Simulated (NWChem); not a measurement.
Everything below was run with NWChem. System: CHO₂, charge 0, spin multiplicity 2, at a geometry optimised with UPBE/def2-SVP. The structure started from a generated list of species. Its SCF solution wasn't tested for a lower state. Level: G0W0@ULDA (SVWN5)/def2-TZVP, RI basis def2-tzvp-rifit.

Part of the output:

```
             Northwest Computational Chemistry Package (NWChem) 7.3.0
             --------------------------------------------------------

                                NWChem Input Module
                                -------------------

 Scaling coordinates for geometry "geometry" by  1.889725989
 (inverse scale =  0.529177249)

 Turning off AUTOSYM since
 SYMMETRY directive was detected!

                             Geometry "geometry" -> ""
                             -------------------------

 Output coordinates in angstroms (scale by  1.889725989 to convert to a.u.)

  No.       Tag          Charge          X              Y              Z
 ---- ---------------- ---------- -------------- -------------- --------------
    1 O                    8.0000    -1.17528800     0.00000000    -0.16528200
    2 C                    6.0000     0.00000000     0.00000000     0.20921200
    3 O                    8.0000     1.17528800     0.00000000    -0.16528200
    4 H                    1.0000     0.00000000     0.00000000     1.38923600

 Effective nuclear repulsion energy (a.u.)      62.6275220578

            Nuclear Dipole moment (a.u.)
            ----------------------------
        X                 Y               Z
 ---------------- ---------------- ----------------
     0.0000000000     0.0000000000    -0.0000075589

      Symmetry information
      --------------------

 Group name             C2v
 Group number             16
 Group order               4
 No. of unique centers     3

      Symmetry unique atoms

     1    2    4


 Summary of "ao basis" -> "" (spherical)
 ------------------------------------------------------------------------------
       Tag                 Description            Shells   Functions and Types
 ---------------- ------------------------------  ------  ---------------------
 *                         def2-tzvp                  on all atoms

 new library libraries.bse/

 Summary of "ri basis" -> "" (spherical)
 ------------------------------------------------------------------------------
       Tag                 Description            Shells   Functions and Types
 ---------------- ------------------------------  ------  ---------------------
 *                      def2-tzvp-rifit               on all atoms

                                 NWChem DFT Module
                                 -----------------

 Summary of "ao basis" -> "ao basis" (spherical)
 ------------------------------------------------------------------------------
       Tag                 Description            Shells   Functions and Types
 ---------------- ------------------------------  ------  ---------------------
 O                         def2-tzvp                11       31   5s3p2d1f
 C                         def2-tzvp                11       31   5s3p2d1f
 H                         def2-tzvp                 4        6   3s1p

 Summary of "ao basis" -> "ao basis" (spherical)
 ------------------------------------------------------------------------------
       Tag                 Description            Shells   Functions and Types
 ---------------- ------------------------------  ------  ---------------------
 O                         def2-tzvp                11       31   5s3p2d1f
 C                         def2-tzvp                11       31   5s3p2d1f
 H                         def2-tzvp                 4        6   3s1p

      Symmetry analysis of basis
      --------------------------

        a1         39
        a2         13
        b1         29
        b2         18

            General Information
            -------------------
          SCF calculation type: DFT
          Wavefunction type:  spin polarized.
          No. of atoms     :     4
          No. of electrons :    23
           Alpha electrons :    12
            Beta electrons :    11
          Charge           :     0
          Spin multiplicity:     2
          Use of symmetry is: on ; symmetry adaption is: on
          Maximum number of iterations: 100
          This is a Direct SCF calculation.
          AO basis - number of functions:    99
                     number of shells:    37
          Convergence on energy requested:  1.00D-06
[...]
   Bfn.  Coefficient  Atom+Function         Bfn.  Coefficient  Atom+Function
  ----- ------------  ---------------      ----- ------------  ---------------
    96      2.163334  4 H  s                 36     -1.028869  2 C  s
    45     -0.772149  2 C  pz                35     -0.388465  2 C  s
    39     -0.311296  2 C  pz                42     -0.282328  2 C  pz
    14      0.192186  1 O  pz                76      0.192186  3 O  pz
    95     -0.136241  4 H  s                 34     -0.128653  2 C  s

   alpha - beta orbital overlaps
   -----------------------------

   alpha      1      2      3      4      5      6      7      8      9     10
    beta      2      1      3      4      5      6      7      8      9     11
 overlap   1.000  1.000  1.000  1.000  1.000  0.998  0.999  0.998  1.000  0.998

   alpha     11     12     13     14     15     16     17     18     19     20
    beta     10     12     13     14     15     16     17     18     19     20
 overlap   1.000  0.999  1.000  0.997  0.997  1.000  1.000  0.999  0.997  0.898

   alpha     21     22     23     24     25     26     27     28     29     30
    beta     22     21     23     24     25     26     27     28     29     30
 overlap   0.901  0.999  1.000  0.998  1.000  0.998  0.999  1.000  1.000  1.000

   alpha     31     32     33     34     35     36     37     38     39     40
    beta     31     32     33     34     35     36     37     38     39     40
 overlap   1.000  1.000  1.000  1.000  0.997  1.000  1.000  1.000  0.997  0.999

   alpha     41     42     43     44     45     46     47     48     49     50
    beta     41     42     43     44     45     46     47     48     50     49
 overlap   0.999  0.999  0.998  0.994  0.994  1.000  1.000  0.998  0.774  0.774

   alpha     51     52     53     54     55     56     57     58     59     60
    beta     51     52     53     54     55     56     58     57     59     60
 overlap   0.998  0.999  1.000  1.000  0.999  0.999  1.000  1.000  0.995  0.998

   alpha     61     62     63     64     65     66     67     68     69     70
    beta     61     62     63     64     65     66     67     68     69     70
 overlap   0.999  0.995  0.997  1.000  0.999  1.000  1.000  1.000  0.999  0.999

   alpha     71     72     73     74     75     76     77     78     79     80
    beta     71     72     73     74     75     76     77     78     79     80
 overlap   1.000  1.000  1.000  1.000  1.000  1.000  1.000  1.000  1.000  1.000

   alpha     81     82     83     84     85     86     87     88     89     90
    beta     81     83     82     84     85     86     87     88     89     90
 overlap   1.000  1.000  1.000  0.999  0.999  1.000  1.000  0.999  0.999  1.000

   alpha     91     92     93     94     95     96     97     98     99
    beta     91     92     93     94     95     96     97     98     99
 overlap   1.000  1.000  1.000  1.000  1.000  1.000  1.000  1.000  1.000

     --------------------------
     Expectation value of S2:
     --------------------------
      <S2> =      0.7520 (Exact =     0.7500)

 center of mass
 --------------
 x =   0.00000000 y =   0.00000000 z =  -0.05781565

 moments of inertia (a.u.)
 ------------------
          11.792002729209           0.000000000000           0.000000000000
           0.000000000000         169.588759122592           0.000000000000
           0.000000000000           0.000000000000         157.796756393383

     Multipole analysis of the density
     ---------------------------------

     L   x y z        total         alpha         beta         nuclear
     -   - - -        -----         -----         ----         -------
     0   0 0 0     -0.000000    -12.000000    -11.000000     23.000000

     1   1 0 0      0.000000      0.000000      0.000000      0.000000
     1   0 1 0     -0.000000     -0.000000     -0.000000      0.000000
     1   0 0 1      0.626699      0.096113      0.530593     -0.000008

     2   2 0 0    -15.445952    -49.135053    -45.234385     78.923486
     2   1 1 0     -0.000000     -0.000000     -0.000000      0.000000
     2   1 0 1     -0.000000     -0.000000     -0.000000      0.000000
     2   0 2 0    -12.114813     -6.272382     -5.842432      0.000000
     2   0 1 1      0.000000     -0.000000      0.000000      0.000000
     2   0 0 2    -10.628348    -11.688456     -8.330665      9.390774

 Task  times  cpu:        3.0s     wall:        3.0s

                                NWChem Input Module
                                -------------------

                                 NWChem GW Module
                                 ----------------

                             ***********************
                             ***        GW       ***
                             ***********************

 Summary of "ri basis" -> "ri basis" (spherical)
 ------------------------------------------------------------------------------
       Tag                 Description            Shells   Functions and Types
 ---------------- ------------------------------  ------  ---------------------
 O                      def2-tzvp-rifit             22       76   8s6p4d3f1g
 C                      def2-tzvp-rifit             22       76   8s6p4d3f1g
 H                      def2-tzvp-rifit              7       15   4s2p1d

                 Memory Information
                 ------------------
          Available GA per process is          1699.9 MBs
          Available stack per process is        700.0 MBs
          Available heap per process is           0.0 MBs

          Peak memory in Initialization
              Peak GA per process is                  5.5 MBs
              Peak stack per process is               0.1 MBs
              Peak heap per process is                5.7 MBs
              Memory not in MA per process            0.0 MBs

          Peak memory in AFF Calculation
              Peak GA per process is                 39.5 MBs
              Peak stack per process is              30.9 MBs
              Peak heap per process is                0.0 MBs
              Memory not in MA per process           30.9 MBs

          Computing 2-center integrals
          Computing Inverse Cholesky factor
          Computing 3-center integrals
          Computing V_xc ...

          Computing Sigma_x
          Computing RPA polarizability
          Solving quasiparticle equations

                  Alpha Orbitals
          State     Energy (eV)     Error (eV)
          -----------------------------------
@GW         9        -15.338           0.004
@GW        10        -12.572           0.004
@GW        11        -12.284           0.003
@GW        12        -10.605           0.005
@GW        13          2.283           0.003
@GW        14          3.480           0.002

                   Beta Orbitals
          State     Energy (eV)     Error (eV)
          -----------------------------------
@GW         8        -15.899           0.005
@GW         9        -15.112           0.004
@GW        10        -11.951           0.002
@GW        11        -11.489           0.002
@GW        12         -3.275           0.003
@GW        13          2.492           0.003

   Applying  -2.6862 eV scissor-shift to rest of particle states

   Applying   4.0600 eV scissor-shift to rest of hole states

   Applying  -3.2906 eV scissor-shift to rest of particle states

   Applying   3.5639 eV scissor-shift to rest of hole states

     GW Timing Statistics
   ------------------------
   Init.   :          0.0s
     ERIs  :          0.3s
     Distr.:          0.0s
     Vxc   :          0.0s
   Sigma_x :          0.0s
   RPA     :          1.3s
   Wmn     :          0.0s
   Sigma_c :          0.0s
   GW total:          1.8s

 Task  times  cpu:        1.8s     wall:        1.8s

 Total times  cpu:        4.9s     wall:        4.9s
```

### Question
Write an NWChem input that would produce this output.

### Answer
One answer among several that fit: 
```
start mol
memory heap 200 mb stack 700 mb global 1700 mb
geometry units angstroms nocenter noautoz
  O     -1.175288     0.000000    -0.165282
  C      0.000000     0.000000     0.209212
  O      1.175288     0.000000    -0.165282
  H      0.000000     0.000000     1.389236
  symmetry group C2v
end
basis spherical
  * library def2-tzvp
end
basis "ri basis" bse spherical
  * library def2-tzvp-rifit
end
dft
  xc slater vwn_5
  odft
  mult 2
  iterations 100
  direct
  tolerances tight
end
task dft energy
gw
  states alpha occ 4 vir 2
  states beta occ 4 vir 2
end
task dft gw
```
